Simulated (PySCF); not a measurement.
## Excitation energy of Zn²⁺ by level of theory

Zn²⁺ [Ar] 3d10 (1S) → Zn²⁺ [Ar] 3d9 4p1 (high-spin determinant), as a difference of total energies. All numbers are calculated (PySCF 2.14, a scalar-relativistic core potential, in aug-cc-pVDZ-PP with ECP10MDF (5s5p4d2f, 54 functions)). Correlated levels: valence: 3s2 3p6 frozen. The calculations carry no spin-orbit coupling.

| method | excitation energy (cm⁻¹) |
| --- | --- |
| UHF | 123730 |
| MP2 (valence) | 142900 |
| SCS-MP2 (valence) | 141100 |
| CCSD (valence) | 137940 |
| CCSD(T) (valence) | 138490 |

The determinant of the upper state mixes LS terms, which raises its energy above the lowest term, most at the Hartree-Fock and MP2 levels.
